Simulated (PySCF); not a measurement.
C4H12GeO (SMILES CC[O][GeH2][CH2]C), singlet, at a GFN2-xTB geometry, with bond 9-2 at 2.4 times its length; CASSCF(4,4)/STO-3G run with PySCF.

The PySCF input:
```python
from pyscf import gto, scf, mcscf, mp
import numpy

mol = gto.Mole()
mol.atom = '''
    Ge    0.39342190    0.11454254    0.86917050
    C     2.05284340   -0.51109866   -0.00442317
    C     2.33437194    0.21985840   -1.31069635
    O    -0.84060628   -0.22203867   -0.33802252
    C    -2.21241407    0.09728115   -0.23937429
    C    -2.87000694   -0.15514508   -1.58764022
    H     0.33786650    1.60152042    1.18124746
    H     0.03128980   -0.61216647    2.15587567
    H     4.05927441   -0.20725897    1.65035761
    H     1.95193693   -1.58089183   -0.19383619
    H     2.45994908    1.28690663   -1.13392703
    H     3.24100796   -0.16045016   -1.77894407
    H     1.50429011    0.08381221   -1.99987399
    H    -2.68723958   -0.52313729    0.53116949
    H    -2.34173618    1.14831109    0.04916330
    H    -2.40802764    0.46998324   -2.34740015
    H    -2.74029537   -1.19610411   -1.87181125
    H    -3.93131433    0.07228836   -1.53320365
'''
mol.basis = 'sto-3g'
mol.verbose = 4
mol.build()

mf = scf.RHF(mol)
mf.kernel()
mc = mcscf.CASSCF(mf, 4, 4)
mc.fix_spin_(ss=0.0)
noons, natorbs = mcscf.addons.make_natural_orbitals(mp.MP2(mf).run())
mc.kernel(natorbs)
occ = numpy.linalg.eigvalsh(mc.fcisolver.make_rdm1(mc.ci, mc.ncas, mc.nelecas))[::-1]
ss = mc.fcisolver.spin_square(mc.ci, mc.ncas, mc.nelecas)[0]
print('natural occupations', occ.round(4), ' <S^2>', round(ss, 4))
```

### Question
Write the output that PySCF gives for this input, abridged.

### Answer

```
PySCF version 2.14.0

[INPUT] verbose = 4
[INPUT] num. atoms = 18
[INPUT] num. electrons = 76
[INPUT] charge = 0
[INPUT] spin (= nelec alpha-beta = 2S) = 0
[INPUT] symmetry False subgroup None
[INPUT] Mole.unit = angstrom
[INPUT] Symbol           X                Y                Z      unit          X                Y                Z       unit  Magmom
[...]
nuclear repulsion = 468.457931313748
number of shells = 35
number of NR pGTOs = 165
number of NR cGTOs = 55
basis = sto-3g
ecp = {}

******** <class 'pyscf.scf.hf.RHF'> ********
method = RHF
initial guess = minao
damping factor = 0
level_shift factor = 0
DIIS = <class 'pyscf.scf.diis.CDIIS'>
diis_start_cycle = 1
diis_space = 8
diis_damp = 0
SCF conv_tol = 1e-09
SCF conv_tol_grad = None
SCF max_cycles = 50
direct_scf = True
direct_scf_tol = 1e-13
Set gradient conv threshold to 3.16228e-05
Initial guess from minao.
init E= -2279.73724639222
[...]
cycle= 1 E= -2281.67177184786  delta_E= -1.93  |g|= 0.697  |ddm|= 4.84
[...]
cycle= 2 E= -2281.8156313259  delta_E= -0.144  |g|= 0.415  |ddm|= 1.88
[...]
cycle= 3 E= -2281.88167514893  delta_E= -0.066  |g|= 0.202  |ddm|= 1.02
[...]
cycle= 4 E= -2281.89957975791  delta_E= -0.0179  |g|= 0.0348  |ddm|= 0.364
[...]
cycle= 5 E= -2281.90018721574  delta_E= -0.000607  |g|= 0.0055  |ddm|= 0.0662
[...]
cycle= 6 E= -2281.90021426241  delta_E= -2.7e-05  |g|= 0.00162  |ddm|= 0.0158
[...]
cycle= 7 E= -2281.9002176299  delta_E= -3.37e-06  |g|= 0.000488  |ddm|= 0.00534
[...]
cycle= 8 E= -2281.90021807844  delta_E= -4.49e-07  |g|= 0.000141  |ddm|= 0.00219
[...]
cycle= 9 E= -2281.90021811307  delta_E= -3.46e-08  |g|= 2.64e-05  |ddm|= 0.000702
[...]
cycle= 10 E= -2281.90021811387  delta_E= -7.96e-10  |g|= 5.96e-06  |ddm|= 0.000102
[...]
Extra cycle  E= -2281.90021811388  delta_E= -1.18e-11  |g|= 3.24e-06  |ddm|= 1.49e-05
converged SCF energy = -2281.90021811388

******** <class 'pyscf.mp.mp2.RMP2'> ********
nocc = 38, nmo = 55
E(RMP2) = -2282.28922385946  E_corr = -0.389005745573594
E(SCS-RMP2) = -2282.33178345267  E_corr = -0.431565338793026
E_corr(same-spin) = -0.040663333725331
E_corr(oppo-spin) = -0.348342411848263

******** <class 'pyscf.mcscf.mc1step.CASSCF'> ********
CAS (2e+2e, 4o), ncore = 36, nvir = 15
max_cycle_macro = 50
max_cycle_micro = 4
conv_tol = 1e-07
conv_tol_grad = None
orbital rotation max_stepsize = 0.02
orbital rotation threshold for CI restart = 0.01
augmented hessian ah_max_cycle = 30
augmented hessian ah_conv_tol = 1e-12
[...]
max. cycles = 50
conv_tol = 1e-08
davidson only = True
linear dependence = 1e-12
level shift = 0.001
max iter space = 12
nroots = 1
pspace_size = 400
spin = None
CASCI E = -2282.08369369046  S^2 = 0.0000000
Set conv_tol_grad to 0.000316228
macro iter   1 ( 21 JK    4 micro), CASSCF E = -2282.09110673884  dE = -7.41304838e-03  S^2 = 0.0000000
               |grad[o]|=0.0502  |grad[c]|=0.0307  |ddm|=0.0157  |maxRot[o]|=0.231
macro iter   2 ( 21 JK    4 micro), CASSCF E = -2282.09204293785  dE = -9.36199011e-04  S^2 = 0.0000000
               |grad[o]|=0.0224  |grad[c]|=0.00769  |ddm|=0.00771  |maxRot[o]|=0.0764
macro iter   3 ( 20 JK    4 micro), CASSCF E = -2282.09222606193  dE = -1.83124077e-04  S^2 = 0.0000000
               |grad[o]|=0.00516  |grad[c]|=0.00616  |ddm|=0.00177  |maxRot[o]|=0.0342
macro iter   4 ( 21 JK    4 micro), CASSCF E = -2282.09223961336  dE = -1.35514329e-05  S^2 = 0.0000000
               |grad[o]|=0.00428  |grad[c]|=0.00444  |ddm|=0.00142  |maxRot[o]|=0.0128
macro iter   5 ( 21 JK    4 micro), CASSCF E = -2282.09216611798  dE =  7.34953819e-05  S^2 = 0.0000000
               |grad[o]|=0.0042  |grad[c]|=0.00426  |ddm|=0.0013  |maxRot[o]|=0.0117
macro iter   6 ( 17 JK    4 micro), CASSCF E = -2282.09261246144  dE = -4.46343459e-04  S^2 = 0.0000000
               |grad[o]|=0.00445  |grad[c]|=0.00172  |ddm|=0.00115  |maxRot[o]|=0.0507
macro iter   7 ( 13 JK    4 micro), CASSCF E = -2282.09273459672  dE = -1.22135288e-04  S^2 = 0.0000000
               |grad[o]|=0.00222  |grad[c]|=0.000921  |ddm|=0.000466  |maxRot[o]|=0.0318
macro iter   8 (  6 JK    2 micro), CASSCF E = -2282.09275517245  dE = -2.05757260e-05  S^2 = 0.0000000
               |grad[o]|=0.000868  |grad[c]|=0.000204  |ddm|=0.000112  |maxRot[o]|=0.0146
macro iter   9 (  5 JK    1 micro), CASSCF E = -2282.09275589669  dE = -7.24236543e-07  S^2 = 0.0000000
               |grad[o]|=0.000162  |grad[c]|=2.1e-05  |ddm|=1.59e-05  |maxRot[o]|=0.00291
macro iter  10 (  1 JK    1 micro), CASSCF E = -2282.09275589670  dE = -1.00044417e-11  S^2 = 0.0000000
               |grad[o]|=1.97e-05  |grad[c]|=2.39e-06  |ddm|=4.42e-06  |maxRot[o]|=    0
1-step CASSCF converged in  10 macro (146 JK  32 micro) steps
CASSCF canonicalization
Density matrix diagonal elements [1.97368129 1.30729646 0.69373081 0.02529144]
CASSCF energy = -2282.09275589670
CASCI E = -2282.09275589670  E(CI) = -3.79402065356453  S^2 = 0.0000000
natural occupations [1.9757 1.3086 0.6914 0.0243]  <S^2> 0.0
```
